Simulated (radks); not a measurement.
Values are calculated unless marked as measured or tabulated.
Question: The osmium ion Os2+ is in [Xe] 4f14 5d(3/2: 4, 5/2: 2). Code: a radial shooting solver on a logarithmic mesh with Libxc functionals. Model: Dirac Kohn-Sham, PBE, spin-unpolarised, spherical densities, finite nucleus; Fermi nuclear charge, rms radius of each element as measured or else 0.836 A^(1/3) + 0.57 fm. Sub-shells are occupied by j as written (lower j first in brackets). One electron is removed from 5d5/2, 4f7/2, 5d3/2, 5p3/2 in turn, with full relaxation. Which removal costs least, and what does each cost?

Answer: 5d5/2 28.125 eV; 5d3/2 29.391 eV; 5p3/2 71.684 eV; 4f7/2 79.253 eV. The 5d5/2 electron leaves first.
